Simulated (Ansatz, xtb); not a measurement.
**AlFH2NSi: where a starting geometry ends**

The starting geometry of this gas-phase doublet was built from a drawn formula by distance geometry and a force field; its bonds are those of `[H]/N=[Si](/F)[AlH]`.

```xyz
6

Al   -0.6642   -2.4745   -0.2397
F    -2.7317   -0.9717    2.2232
N    -0.2135    0.3647    1.7144
Si   -1.2795   -0.8312    1.4040
H     0.6570    0.4125    1.2381
H     0.7276   -2.3189   -0.9742
```

Problem. Predict what it relaxes into with r2SCAN-D4/def2-SVP.

Solution. It keeps its bonds, and is `[H]/N=[Si](/F)[AlH]`.

The energy falls by 0.26 eV over 17 steps:

```tsv
step	E − E(last) (eV)
1	0.264
3	0.056
5	0.042
6	0.040
8	0.029
10	0.016
12	0.003
13	0.002
15	0.000
17	0.000
```

Final geometry (Å):

```xyz
6

Al   -0.3564   -2.7523    0.0585
F    -2.6065   -0.9680    1.7920
N    -0.2905    0.4807    1.9543
Si   -1.0707   -0.7579    1.2978
H     0.6564    0.7624    1.7108
H     0.1634   -2.5840   -1.4476
```

From the same start GFN2-xTB ends elsewhere, at `[H]/N=[Si]/[AlH][F]`.

The end wasn't checked by frequencies. Open shells are spin-unrestricted. Run with Ansatz 0.2.0, 3.7 min on 1 thread of Intel(R) Xeon(R) Processor @ 2.50GHz (Skylake/Cascade Lake), on a shared host.
